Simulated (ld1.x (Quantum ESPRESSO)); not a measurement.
## Scattering properties, PAW potential for arsenic

As, PAW, made with ld1.x (Quantum ESPRESSO) 7.5 (PBE, scalar-relativistic). Core [Ar] 3d10, reference 4s1 4p4. Waves: 4s (bound): rcut 1.40, rcutus 1.50 bohr; 4s channel at -0.2 Ry: rcut 1.40, rcutus 1.50 bohr; 4p (bound): rcut 1.90, rcutus 2.20 bohr; 4p channel at 2.05 Ry: rcut 1.90, rcutus 2.20 bohr. Local part: all-electron potential smoothed inside 1.15 bohr (lloc = -1). Core correction: Bessel-smoothed model core, default radius (core density twice the valence density). Augmentation charge: PSQ, inside the norm-conserving radii.

The phase is arctan(r·u′/u) with u = r·R(r), unwrapped; energies in Ry, scanned from -3 to 5 Ry. A pole is an energy at which the radial function vanishes at the test radius. The pseudo phase is shifted by a multiple of π to meet the all-electron one at the reference energy, and phase errors are pseudo minus all-electron; the curves can meet again beyond the range given. Levels narrower than the energy grid can be missing from the lists of poles. Where the grid stepped over a known ghost or core level, its pole and its step of π were put in at the level’s energy.

```
channel  radius (bohr)  reference energy (Ry)  poles, all-electron  poles, pseudo  unbroken range about the reference energy with phases within 0.05 rad  phase error 1 Ry above the reference energy (rad)
      s           2.39                  -1.13                -0.04   -2.73, -0.04                                                             above -2.7                                             +0.000
      p           2.39                  -0.43                 1.25           1.25                                                              below 4.5                                             -0.000
```

Note: ghost state, extra bound levels that the all-electron valence spectrum of the same l lacks: s at -37.2 eV. A true bound ghost makes a file unfit for plane-wave use.

Phases in the s channel:

| E (Ry) | all-electron | pseudo |
| --- | --- | --- |
| -3.00 | 1.216 | 4.358 |
| -2.76 | 1.177 | 4.319 |
| -2.52 | 1.123 | 1.123 |
| -2.28 | 1.042 | 1.042 |
| -2.04 | 0.909 | 0.909 |
| -1.80 | 0.659 | 0.659 |
| -1.56 | 0.144 | 0.144 |
| -1.32 | -0.589 | -0.589 |
| -1.08 | -1.061 | -1.061 |
| -0.84 | -1.292 | -1.292 |
| -0.60 | -1.419 | -1.419 |
| -0.36 | -1.499 | -1.499 |
| -0.12 | -1.555 | -1.555 |
| 0.12 | -1.598 | -1.598 |
| 0.36 | -1.634 | -1.634 |
| 0.60 | -1.665 | -1.665 |
| 0.84 | -1.694 | -1.694 |
| 1.08 | -1.722 | -1.722 |
| 1.32 | -1.750 | -1.750 |
| 1.56 | -1.780 | -1.780 |
| 1.80 | -1.814 | -1.814 |
| 2.04 | -1.852 | -1.852 |
| 2.28 | -1.898 | -1.898 |
| 2.52 | -1.956 | -1.956 |
| 2.76 | -2.033 | -2.032 |
| 3.00 | -2.139 | -2.138 |
| 3.24 | -2.295 | -2.294 |
| 3.48 | -2.537 | -2.534 |
| 3.72 | -2.902 | -2.897 |
| 3.96 | -3.353 | -3.348 |
| 4.20 | -3.747 | -3.743 |
| 4.44 | -4.016 | -4.013 |
| 4.68 | -4.188 | -4.186 |
| 4.92 | -4.303 | -4.301 |
